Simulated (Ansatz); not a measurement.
Reaction (substitution at a C–N bond): `CN[Si](Cl)(Cl)Cl` + `O[SiH](O)N[SiH2]F` → `CN([SiH2]F)[SiH](O)O` + `N[Si](Cl)(Cl)Cl`

Gas-phase electronic energies from Ansatz, PBE0-D4/def2-TZVP geometries. CCSD(T)/CBS is the MP2 limit (def2-TZVPP, def2-QZVPP) plus CCSD(T) − MP2 in def2-TZVPP, frozen cores. DFT in def2-TZVPP. One conformer a species, not always the lowest.

```tsv
level	ΔE (kcal/mol)
ωB97X-V	2.3
ωB97M-V	2.1
PBE	2.4
CCSD/def2-TZVPP	2.4
```

**Question.** What does CCSD(T)/CBS give? (An estimate is asked.)

**Answer.** The calculation gave: +2.3 kcal/mol. The listed levels differ from it by 0.0, -0.2, 0.1, 0.1 kcal/mol.

Largest T1 diagnostic among the species: 0.012.

In def2-TZVPP, CCSD(T) changes the Hartree–Fock value by −1.5 kcal/mol (the triples alone add −0.2 kcal/mol) and MP2 by −1.5 kcal/mol.
